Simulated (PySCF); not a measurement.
BMe2(OH), C₂H₇BO.
InChI=1S/C2H7BO/c1-3(2)4/h4H,1-2H3

The closed-shell ground state was solved at several levels (PySCF, density fitting, gas phase, non-relativistic). Geometry: PBE0-D3(BJ)/def2-SVP, one conformer, isolated molecule.

| level | basis functions | total energy (Eh) | HOMO (eV) | LUMO (eV) | gap (eV) | dipole (D) |
| --- | --- | --- | --- | --- | --- | --- |
| PBE0/pcSseg-1 | 103 | -180.3332 | -8.43 | 0.72 | 9.15 | 1.50 |
| B3LYP/pcJ-1 | 178 | -180.5942 | -8.21 | 0.48 | 8.69 | 1.52 |
| B3LYP/pcSseg-1 | 103 | -180.5646 | -8.21 | 0.48 | 8.69 | 1.49 |

**Question.** What might B3LYP/def2-SVPD (139 basis functions) give for the same quantities?

**Answer.** Total energy -180.4600 Eh, HOMO -8.25 eV, LUMO -0.16 eV, gap 8.09 eV, dipole 1.42 D.

**Question.** Over all these levels, which gives the widest orbital gap and which the narrowest?

**Answer.** PBE0/pcSseg-1 (global hybrid, 25 % exact exchange) has the widest, 9.15 eV, and B3LYP/def2-SVPD (global hybrid, 20 % exact exchange) the narrowest, 8.09 eV. Functional and basis both differ between the two, so the spread mixes both effects.

**Question.** How much does the basis alone move the frontier levels among the 3 B3LYP rows (the withheld one included)?

**Answer.** The HOMO by 0.04 eV and the LUMO by 0.64 eV. By rising basis size (HOMO, LUMO in eV): pcSseg-1 -8.21, 0.48; def2-SVPD -8.25, -0.16; pcJ-1 -8.21, 0.48.

**Question.** How far do the dipole and the HOMO energy spread over the levels?

**Answer.** The dipole runs from 1.42 to 1.52 D (mean 1.48 D) and the HOMO from -8.43 to -8.21 eV.
